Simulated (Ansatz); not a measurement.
A nudged elastic band was laid between two geometries of ClFGeH2 + H4Si (10 atoms, charge 0, multiplicity 1).

These are results of RKS PBE0-D4/def2-SVP in Ansatz 0.2.0, not measurements.

| Quantity | Value |
| --- | --- |
| movable images | 7 |
| climbing image | yes |
| spring | 5.0 eV/Å² |
| optimiser | quadratic models (default) |
| start path | through a guess of the saddle point |
| force threshold | 0.05 eV/Å |
| iteration limit | 60 |
| end points | relaxed |

Initial state:

```xyz
10
Properties=species:S:1:pos:R:3
Ge -0.186 0.619 -0.251
F -0.721 0.817 1.386
H 1.336 0.474 -0.221
H -0.773 1.778 -1.062
Cl -1.044 -1.220 -0.955
Si 1.188 -2.901 1.410
H 0.156 -3.943 1.142
H 1.891 -2.549 0.140
H 2.189 -3.429 2.387
H 0.546 -1.681 1.983
```

Final state:

```xyz
10
Properties=species:S:1:pos:R:3
Ge 0.065 -0.446 -0.319
F 0.510 0.366 2.429
H 1.135 0.648 -0.416
H -1.280 0.098 0.176
Cl -0.278 -1.150 -2.364
Si 0.782 -2.449 0.748
H -0.319 -3.455 0.734
H 1.988 -2.992 0.059
H 1.154 -2.202 2.186
H 0.825 -0.454 2.725
```

(1) What changes between the two ends?

(2) Give the energies along the band, and the barrier.

(3) What is the geometry of the highest image?

Answers

(1) Bonds broken: Ge1–F2, Si6–H10. Bonds formed: Ge1–Si6, F2–H10. ClFGeH2 + H4Si becomes ClGeH5Si + FH.

(2) The forces met the threshold. The highest image is number 4 of 0 to 8, 2.11 eV above the first end and 1.73 eV above the last; the last end lies 0.38 eV above the first. Neighbouring images differ by up to 1.5 eV, so the band resolves the path poorly. A vibrational analysis at the climbing image gives one clearly imaginary mode, 1052i cm⁻¹: a first-order saddle point. The orbitals stay closed-shell, which can raise the energy where a bond breaks towards radicals; this wasn't checked here.

```tsv
image	path coordinate (Å)	energy (eV)	Ge1–F2 (Å)	Si6–H10 (Å)	Ge1–Si6 (Å)
0	0.00	0.00	1.73	1.49	4.13
1	1.34	0.01	1.73	1.49	4.43
2	2.68	0.03	1.74	1.49	4.39
3	4.02	0.63	1.76	1.48	3.62
4	5.35	2.11	2.00	1.74	2.75
5	5.84	1.30	2.28	2.04	2.57
6	6.32	0.71	2.54	2.27	2.44
7	6.81	0.45	2.71	2.50	2.38
8	7.29	0.38	2.90	2.81	2.38
```

(3) 
```xyz
10
Properties=species:S:1:pos:R:3
Ge 0.089 -0.087 -0.017
F 0.596 0.463 1.843
H 1.197 0.770 -0.617
H -1.348 0.377 0.192
Cl -0.214 -1.545 -1.681
Si 0.824 -2.480 1.121
H -0.456 -3.197 0.897
H 1.899 -2.821 0.155
H 1.304 -2.717 2.521
H 0.691 -0.797 1.544
```

The run took 7.4 min on 4 threads of Arm Neoverse V1, on a shared host, peak memory 0.32 GiB.
